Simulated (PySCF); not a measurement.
HOSi, SMILES O=[SiH], multiplicity 2. Atoms are numbered in the order given.

```xyz
3

O      0.0825     1.0370     0.0000
Si    -0.1280    -0.4937     0.0000
H      1.1329    -1.3850     0.0000
```
Charge 0, spin multiplicity 2.

Coordinates come from a PBE-D3(BJ)/def2-TZVPD optimisation. The isomer is the one that the SMILES or the coordinates give; other isomers of the formula were not compared.

Computed with PySCF with r2SCAN/def2-TZVPD.

Mulliken values depend strongly on the basis, most of all with diffuse functions as here. ESP charges are fitted to the potential on shells at 1.4 to 2.0 van der Waals radii. Atomic charges (e):

```json
[
 {"atom": "O1", "ESP fit": "-0.44", "meta-Löwdin": "___", "Mulliken": "-0.40", "Mulliken spin": "0.25"},
 {"atom": "Si2", "ESP fit": "0.43", "meta-Löwdin": "___", "Mulliken": "0.38", "Mulliken spin": "0.50"},
 {"atom": "H3", "ESP fit": "0.01", "meta-Löwdin": "___", "Mulliken": "0.02", "Mulliken spin": "0.25"}
]
```

### Question
Some entries are withheld; supply them. (Estimate from the structure and the level; the computed values follow.)

### Answer

- O1, meta-Löwdin: -0.67
- Si2, meta-Löwdin: 0.74
- H3, meta-Löwdin: -0.07
